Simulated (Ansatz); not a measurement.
Input and output for H4O2SiZn (`O[SiH2][O][ZnH]`).

```yaml
crystal:
  periodic: [false, false, false]
  atoms:
    - {symbol: O, position_ang: [-0.927500, 0.767131, -0.641636]}
    - {symbol: Si, position_ang: [0.568257, 0.802993, 0.074194]}
    - {symbol: O, position_ang: [0.840677, -0.699512, 0.582737]}
    - {symbol: Zn, position_ang: [-0.248924, -2.102002, 0.406062]}
    - {symbol: H, position_ang: [-1.282729, 1.574021, -1.016036]}
    - {symbol: H, position_ang: [0.558973, 1.769378, 1.207589]}
    - {symbol: H, position_ang: [1.589708, 1.236327, -0.919503]}
    - {symbol: H, position_ang: [-1.098481, -3.348335, 0.306592]}
basis:
  gaussian: {orbitals: cc-pVDZ}
magnetization: {spin_polarized: true, initial_magnetization: 2}
hamiltonian: {xc: {name: RPBE}, dispersion: d3bjatm, pseudopotentials: {relativity: scalar}}
```

```sh
$ ansatz run in.yaml --threads 4 --pin off --events-out ev --progress --plain --max-ram 10444MiB
```

Output, abridged:

```
Functional definition: RPBE
1232 factors; their error is unknown
mean field evaluation 1: about -60801.1253 eV, gradient 9.2e1 eV
mean field evaluation 2: about -60492.7731 eV, gradient 2.6e2 eV
mean field evaluation 4: about -60804.2967 eV, gradient 6.5e1 eV
mean field evaluation 8: about -60826.0299 eV, gradient 1.2e1 eV
mean field evaluation 16: about -60826.7047 eV, gradient 4.8e0 eV
mean field evaluation 32: about -60825.1999 eV, gradient 1.3e1 eV
mean field evaluation 64: about -60826.8236 eV, gradient 7.2e-1 eV
mean field evaluation 96: about -60825.7710 eV, gradient 4.0e0 eV
mean field -60826.83441451 eV, -2235.3449348242 hartree, gradient 4.1e-6 eV, S^2 2.004247; 10 other end points of the search recorded, 0 dependent functions left out
reference -60826.83446866 eV, -2235.3449368139 hartree; 33, 31 occupied and 76, 78 virtual orbitals, 1232 factors
Total energy: -60827.77234205 eV, -2235.3794030255 hartree
Relativity: scalar
```

Hardware: 4 threads of an Intel Xeon 6975P-C on a shared host. Wall time 6 s, peak host memory 0.44 GiB.
